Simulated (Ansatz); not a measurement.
```yaml
crystal:
  periodic: [true, true, true]
  atoms:
    - {symbol: P, position_ang: [0.557674, -4.040628, -0.205436]}
    - {symbol: Al, position_ang: [0.703512, -4.277947, 2.276023]}
    - {symbol: P, position_ang: [0.688632, -1.785805, -3.523035]}
    - {symbol: Al, position_ang: [-1.139068, -0.657932, -4.705499]}
    - {symbol: Al, position_ang: [0.719077, -1.844280, -1.120456]}
    - {symbol: P, position_ang: [-1.174209, -0.676364, -0.281283]}
    - {symbol: P, position_ang: [0.668875, -1.886624, 2.770112]}
    - {symbol: Al, position_ang: [-1.367297, -0.787949, 2.156321]}
    - {symbol: P, position_ang: [-1.198591, 1.489557, -3.524142]}
    - {symbol: Al, position_ang: [-1.235365, 1.546732, -1.121759]}
    - {symbol: P, position_ang: [-3.214786, 2.512387, -0.207273]}
    - {symbol: P, position_ang: [-1.298530, 1.524852, 2.769438]}
    - {symbol: Al, position_ang: [-3.355791, 2.744381, 2.275148]}
    - {symbol: P, position_ang: [2.562826, -0.663924, -0.253994]}
    - {symbol: Al, position_ang: [2.731263, -0.865695, 2.145958]}
    - {symbol: Al, position_ang: [2.467708, 1.421391, -1.509179]}
    - {symbol: P, position_ang: [0.710384, 2.549624, -0.255190]}
    - {symbol: P, position_ang: [2.494801, 1.440097, 2.850738]}
    - {symbol: Al, position_ang: [0.617728, 2.798795, 2.144523]}
    - {symbol: H, position_ang: [-0.630908, -4.616730, -0.753229]}
    - {symbol: H, position_ang: [1.530573, -4.847228, -0.873769]}
    - {symbol: H, position_ang: [-0.674464, -4.950739, 2.715175]}
    - {symbol: H, position_ang: [2.187797, -4.824171, 2.500111]}
    - {symbol: H, position_ang: [0.626970, -3.153919, -3.943018]}
    - {symbol: H, position_ang: [1.999202, -1.459890, -3.984834]}
    - {symbol: H, position_ang: [-2.421201, -1.396684, -4.089269]}
    - {symbol: H, position_ang: [-0.757757, -0.438061, -6.233776]}
    - {symbol: H, position_ang: [-2.316071, -1.334979, -0.841696]}
    - {symbol: H, position_ang: [0.668581, -1.838954, 4.203550]}
    - {symbol: H, position_ang: [-2.700011, -1.557227, 2.563547]}
    - {symbol: H, position_ang: [-2.412902, 2.122238, -3.944887]}
    - {symbol: H, position_ang: [-0.259160, 2.459712, -3.986032]}
    - {symbol: H, position_ang: [-4.311979, 1.782847, -0.762780]}
    - {symbol: H, position_ang: [-3.414672, 3.763515, -0.869541]}
    - {symbol: H, position_ang: [-1.257676, 1.501456, 4.202909]}
    - {symbol: H, position_ang: [-4.624607, 1.877164, 2.703073]}
    - {symbol: H, position_ang: [-3.096667, 4.303068, 2.509851]}
    - {symbol: H, position_ang: [3.687890, -1.376069, -0.783153]}
    - {symbol: H, position_ang: [4.080978, -1.547745, 2.636052]}
    - {symbol: H, position_ang: [1.702601, 0.980808, -2.871649]}
    - {symbol: H, position_ang: [3.847517, 2.217016, -1.490962]}
    - {symbol: H, position_ang: [0.658758, 3.879992, -0.784748]}
    - {symbol: H, position_ang: [2.533320, 1.462165, 4.280882]}
    - {symbol: H, position_ang: [3.712827, 2.142575, 2.583935]}
    - {symbol: H, position_ang: [0.702239, 4.309163, 2.633231]}
basis:
  gaussian: {orbitals: aug-cc-pVDZ, fitting: {mean_field: def2-universal-jkfit}}
total_charge: 2
magnetization: {spin_polarized: true, initial_magnetization: 1}
hamiltonian: {xc: {name: rPW86-PBE}, dispersion: rvv10}
output: {forces: true}
```

```sh
$ ansatz run in.yaml --threads 2 --pin off --events-out ev --progress --plain --max-ram 32768MiB --backend cuda --devices 0, --max-vram 18GiB
```

It prints (some lines left out):

```
Error: YAML parse error: error: line 2 column 3: crystal: missing field `lattice` (a structure is typed as `lattice` and `atoms`, a molecule's as `atoms` in Å alone, or read from a run's directory, `checkpoint`)
 --> <input>:2:3
1 | crystal:
2 |   periodic: [true, true, true]
3 |   atoms:
4 |     - {symbol: P, position_ang: [0.557674, -4.040628, -0.205436]}
```

Problem. What is wrong with this run?

Solution. The species is marked periodic without a cell. The program refused the input.
